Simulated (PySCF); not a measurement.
From one molecule to another.

First species: SiEt4, C8H20Si.
InChI=1S/C8H20Si/c1-5-9(6-2,7-3)8-4/h5-8H2,1-4H3

Second species: C₃H₇AsS.
Geometry (PBE0-D3(BJ)/def2-SVP, Å), atoms numbered from 1 in this order:
```xyz
12
C3H7AsS angstrom
C     -1.4711   -0.6787   -0.2367
C     -0.3453    0.1076   -0.8379
S      0.1253   -0.0936   -2.3879
C      0.3075    1.0983    0.0601
As     1.8375    0.3267    1.0892
H     -1.7249   -1.5480   -0.8546
H     -2.3604   -0.0273   -0.1696
H     -1.2362   -1.0017    0.7901
H     -0.3884    1.4972    0.8154
H      0.7436    1.9274   -0.5130
H      2.4776   -0.3125   -0.1362
H      1.1265   -0.9698    1.4694
```

Levels: wB97X-D/def2-SVPD for HOMO energy, LUMO energy, HOMO–LUMO gap and static isotropic polarisability; TDDFT wB97X-D/def2-SVPD for lowest singlet excitation; TDA wB97X-D/def2-SVPD for lowest triplet excitation (Tamm–Dancoff). Geometries: PBE0-D3(BJ)/def2-SVP. Each structure is a single optimised conformer of the isolated species, non-relativistic unless stated; the electronic structure was computed with PySCF and density fitting.

The conformers computed, where there is a choice (atom-mapped SMILES and torsion angles):
- `[CH3:1][C:2](=[S:3])[CH2:4][AsH2:5]`: C1–C2–C4–As5 90°, H–As5–C4–C2 49°, H–As5–C4–C2 -44°

Values for the first species:

| Item | Value |
| --- | --- |
| HOMO energy | -9.52 eV |
| LUMO energy | 2.22 eV |
| HOMO–LUMO gap | 11.74 eV |
| Lowest singlet excitation | 7.78 eV |
| Lowest triplet excitation (Tamm–Dancoff) | 7.65 eV |
| Static isotropic polarisability | 122.4 au |

Q: Estimate the same properties for the second species, and the change in each.

A: 
| property | first | second | second less first |
| --- | --- | --- | --- |
| HOMO energy | -9.52 eV | -8.18 eV | +1.34 eV |
| LUMO energy | 2.22 eV | -0.40 eV | -2.62 eV |
| HOMO–LUMO gap | 11.74 eV | 7.78 eV | -3.96 eV |
| lowest singlet excitation | 7.78 eV | 2.56 eV | -5.22 eV |
| lowest triplet excitation (Tamm–Dancoff) | 7.65 eV | 2.17 eV | -5.48 eV |
| static isotropic polarisability | 122.4 au | 92.6 au | -29.8 au |

On the first: The polarisability is 18.14 Å³ as a volume (1 au = 0.148185 Å³), or 1.49 au for each of the 82 electrons. S1 lies 3.96 eV below the HOMO–LUMO gap.

On the second: S1 lies 5.22 eV below the HOMO–LUMO gap; its leading configuration is HOMO→LUMO, weight 0.97. The polarisability is 13.72 Å³ as a volume (1 au = 0.148185 Å³), or 1.25 au for each of the 74 electrons. Relativistic effects, spin–orbit coupling among them, are left out although an element past zinc is present.
